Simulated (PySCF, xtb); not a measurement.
1,1,2-trichloro-2-fluoroethene (C2Cl3F), SMILES FC(Cl)=C(Cl)Cl.

Coordinates come from a B3LYP-D3(BJ)/def2-SVP optimisation.

Computed with IEF-PCM-B3LYP/def2-SVP run with PySCF 2.14.0.

The values are the electrostatic part of the solvation free energy, E(continuum) − E(gas) at the gas-phase geometry, in a cavity of scaled van der Waals radii (PySCF's table); cavitation and dispersion terms are not included. In vacuum the orbital gap is 6.29 eV. The dipole moment in vacuum is 0.47 D.

**Question.** Estimate the values in water (ε = 78.36), chlorobenzene (ε = 5.70), N,N-dimethylformamide (ε = 37.22). (An estimate is asked for; the answer gives what the named calculation found.)

**Answer.** 
```
solvent                    ε  ΔG(elec) (kcal/mol)  dipole (D)  gap (eV)
---------------------  -----  -------------------  ----------  --------
water                  78.36                 -0.8        0.57      6.30
chlorobenzene           5.70                 -0.6        0.55      6.30
N,N-dimethylformamide  37.22                 -0.8        0.57      6.30
```

For comparison, GFN2-xTB/ALPB(water) (xtb, at the GFN2-xTB geometry, all terms of that model) gives 0.1 kcal/mol.
